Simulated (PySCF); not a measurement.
Isomers of C5H6O2SSi, one GFN2-xTB conformer each. Single-point energies are computed at PBE0/pcSseg-1 (PySCF, gas phase, no added dispersion term), electronic only.

Problem. Rank them by PBE0/pcSseg-1 energy, lowest first (kcal/mol).
A. `[O:1]=[c:2]1[cH:3][c:4]([S:5][SiH3:6])[cH:7][cH:8][o:9]1` with C3–C4–S5–Si6 4°
B. `[O:1]=[C:2]1[CH:3]=[C:4]([S:5][SiH3:6])[C:7](=[O:8])[CH2:9]1` with C3–C4–S5–Si6 180°

Solution. B (0.0), A (0.3).

Neighbours under 2.5 kcal/mol apart (O=C1C=C(S[SiH3])C(=O)C1 and O=c1cc(S[SiH3])cco1) can change places with a better method, another conformer or zero-point energy. GFN2-xTB itself gives, in the same order: 5.0, 0.0. GFN2-xTB puts O=c1cc(S[SiH3])cco1 lowest instead.

Problem. Which frontier levels, dipoles and rotational constants go with these structures?

Solution. 
| SMILES | HOMO (eV, PBE0/pcSseg-1) | LUMO (eV) | dipole (D) | A, B, C (MHz) |
| --- | --- | --- | --- | --- |
| O=C1C=C(S[SiH3])C(=O)C1 | -7.38 | -3.11 | 1.52 | 2955, 758.8, 611.0 |
| O=c1cc(S[SiH3])cco1 | -6.97 | -1.82 | 4.12 | 2295, 741.2, 564.3 |
